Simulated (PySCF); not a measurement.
O₃Zr, multiplicity 1. Atoms are numbered in the order given.

```xyz
4

Zr     0.3117    -0.2631     0.0000
O     -0.8851    -1.5566     0.0000
O     -0.3368     1.4362     0.7464
O     -0.3368     1.4362    -0.7464
```
Charge 0, spin multiplicity 1.

Geometry: B3LYP-D3(BJ)/def2-TZVP. The spin state was assumed, not searched. The def2 effective core potentials stand for the cores of Zr; spin–orbit coupling is left out.

Computed with PBE/def2-TZVPD in PySCF.

Computed frontier levels, gap, dipole moment and polarisability:
The highest occupied level comes out as -5.33 eV and the lowest empty level is -3.57 eV. The orbital gap is 1.76 eV and the dipole moment is 6.99 D. The quadrupole, principal values (traceless, Buckingham form, about the centre of nuclear charge) is -15.80, 7.00, 8.80 D·Å, the mean static polarisability is 48.5 bohr³ (7.18 Å³) and the polarisability, principal values comes out as 40.4, 40.5, 64.5 bohr³.
